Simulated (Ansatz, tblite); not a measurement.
Spin states of the cluster Sn₂O₄⁺, each relaxed with PBE-D4/def2-SVP in Ansatz. Electronic energies in the gas phase.

In the def2 sets Sn takes a core potential; there is no spin–orbit coupling. The xTB rows come from tblite. B3LYP takes the VWN-RPA correlation. Correlated methods freeze 12 core orbitals; core or outer-core shells of Sn are correlated, in sets that lack core-valence functions. The rows differ in basis, and correlated rows in double-zeta sets carry the largest basis error. The structure holds 2 bonds between oxygen atoms, so isomers without such links may lie far lower. The structure comes from a short search, and lower isomers may exist.

Doublet geometry (Cs within 0.1 Å):

```xyz
6

Sn    1.826   -1.090    0.176
Sn   -0.141    2.098    0.366
O    -1.543    0.378    0.114
O     1.389    0.859   -0.024
O    -1.182   -0.691   -0.628
O    -0.351   -1.554   -0.005
```

Quartet geometry (Cs within 0.1 Å):

```xyz
6

Sn    0.3028    1.8746    0.9589
Sn    0.7294   -1.8695    0.7060
O    -0.2652   -1.0658   -1.1737
O     0.8948    0.0070    1.4065
O    -1.1432   -0.0720   -0.8727
O    -0.5185    1.1257   -1.0250
```

⟨S²⟩: doublet 0.76 at PBE0-D4/def2-TZVP (pure 0.75), quartet 3.77 at PBE0-D4/def2-TZVP (pure 3.75).

Run but left out: HF/STO-3G (quartet: ⟨S²⟩ 4.70, where a pure state has 3.75).

Only these spin states were relaxed.

```json
{"level": "HF/def2-SVP", "quartet − doublet (kJ/mol)": "299.5", "lowest of these": "doublet"}
{"level": "B3LYP-D4/def2-TZVP", "quartet − doublet (kJ/mol)": "335.8", "lowest of these": "doublet"}
{"level": "PBE0-D4/def2-TZVP", "quartet − doublet (kJ/mol)": "335.3", "lowest of these": "doublet"}
{"level": "CCSD/def2-SVP", "quartet − doublet (kJ/mol)": "338.0", "lowest of these": "doublet"}
```

**Question.** Estimate the rows for GFN1-xTB, PBE-D4/def2-TZVP, r2SCAN-D4/def2-TZVP, CCSD(T)/def2-SVP.

**Answer.** 
```csv
level,quartet − doublet (kJ/mol),lowest of these
GFN1-xTB,605.3,doublet
PBE-D4/def2-TZVP,307.4,doublet
r2SCAN-D4/def2-TZVP,309.7,doublet
CCSD(T)/def2-SVP,331.9,doublet
```

The xTB methods have no term that favours high spin, so they put low spin too low.
